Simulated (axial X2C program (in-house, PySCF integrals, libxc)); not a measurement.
## Worked dissociation energy of SrSe⁻: MP2, scalar-relativistic

Computed with an in-house all-electron X2C program for linear molecules (integrals from PySCF). Spin-free means the one-electron spin-free X2C Hamiltonian. Basis: Sr dyall-acv3z [14s13p9d6f1g], Se dyall-acv3z [9s10p7d5f1g] (cores contracted in-house); Gaussian nuclei, density fitting, unrestricted open shells. Masses: Sr 87.906 u, Se 79.917 u.

Molecular state: M_S = 1/2, Λ = 0 (beyond evenly filled blocks: σα).

Correlated methods: 9 electrons correlated (number of frozen shells: Sr 4 s, 3 p, 1 d; Se 3 s, 2 p, 1 d), 341 virtual spin orbitals or spinors in MP2.

| Quantity | Value |
| --- | --- |
| E(Sr) (2M_S = 0, M_L = 0) | -3177.373945 hartree |
| E(Se-) (2M_S = 1, M_L = 0) | -2428.320460 hartree |
| E(SrSe⁻) at Re | -5605.784384 hartree |
| ωe | 227.4 cm⁻¹ |
| ωexe | 0.485 cm⁻¹ |

(1) Work out De and D0.

One determinant describes the state; a PBE0 search over occupations chose it and may have missed a lower one. Dissociation energies refer to the lowest single-determinant-based atoms at the same level and basis. The outer-core s and p shells of the metal are frozen in the correlated rows, which leaves out core–valence correlation; for alkali and alkaline-earth bonds that tends to lengthen them. With the outer-core shells frozen, correlated bond lengths of heavy atoms tend to come out a few hundredths of an ångström too long. Spin-free De lacks the spin–orbit lowering of the heavy p-block atom, a tenth of an eV or more for 4p and 5p, up to an eV for 6p and one to two eV for 7p atoms, less what an open-shell molecule gains itself.

Each atomic determinant is the lowest at this level and need not be a pure term. Totals compare only within one Hamiltonian and basis.

Answers

(1) De = -3177.373945 + (-2428.320460) − (-5605.784384) = 0.08998 hartree = 2.448 eV. The zero-point energy is ωe/2 − ωexe/4 = 114 cm⁻¹ = 0.014 eV, so D0 = 2.434 eV.
